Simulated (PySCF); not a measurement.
Species: C4H6F2O2.
Atom-mapped SMILES: `[F:1][C:2]1([F:3])[O:4][CH2:5][CH2:6][CH2:7][O:8]1`

Cartesian coordinates in Å at the GFN2-xTB level; atoms count from 1:
```xyz
14
C4H6F2O2 angstrom
F      2.4976    0.8171   -1.0242
C      1.4501    0.4554   -0.2793
F      1.9047    0.5133    1.0276
O      0.4839    1.3787   -0.4532
C     -0.7363    1.0505    0.2196
C     -1.1918   -0.3495   -0.1815
C     -0.0258   -1.2991    0.0770
O      1.1492   -0.8217   -0.5867
H     -1.4387    1.8234   -0.0906
H     -0.5747    1.1126    1.3030
H     -1.4409   -0.3608   -1.2436
H     -2.0628   -0.6479    0.3985
H      0.1797   -1.3814    1.1517
H     -0.1949   -2.2912   -0.3405
```

Definitions: NICS(0) = −σiso at the ring centroid; NICS(1) = −σiso and NICS(1)zz = −σzz at ±1 Å along the ring normal z. Level: GIAO PBE0/pcSseg-1 (PySCF, non-relativistic, gas phase) on the GFN2-xTB geometry, one conformer.

Ring bond lengths (Å), with Mayer bond orders in brackets: C2–O4 1.348 (1.07), O4–C5 1.431 (0.87), C5–C6 1.526 (1.03), C6–C7 1.526 (1.03), C7–O8 1.431 (0.87), O8–C2 1.348 (1.07).

**Question.** Give the NICS values of each ring in ppm.

**Answer.** 
| ring | type | NICS(0) | NICS(1), two faces | NICS(1)zz, two faces | rms pucker (Å) | centre to ring atoms, mean (Å) |
| --- | --- | --- | --- | --- | --- | --- |
| C2–O4–C5–C6–C7–O8 | 6-membered ring with 2 O; formal bonds all single | -3.2 | -1.8 / -1.7 | 1.7 / 2.0 | 0.21 | 1.39 |

**Question.** What can be read from them?

**Answer.** 
- C2–O4–C5–C6–C7–O8: mean NICS(1)zz 1.8 ppm, near zero. C2, C5, C6, C7 have four or more neighbours; no verdict on aromaticity is drawn.

**Question.** What is the mean of the two in-plane components of NICS at the second NICS(1) probe listed for ring C2–O4–C5–C6–C7–O8, 1 Å off the ring?

**Answer.** The isotropic value is a third of the trace: (3 × -1.7 − (2.0))/2 = -3.5 ppm.
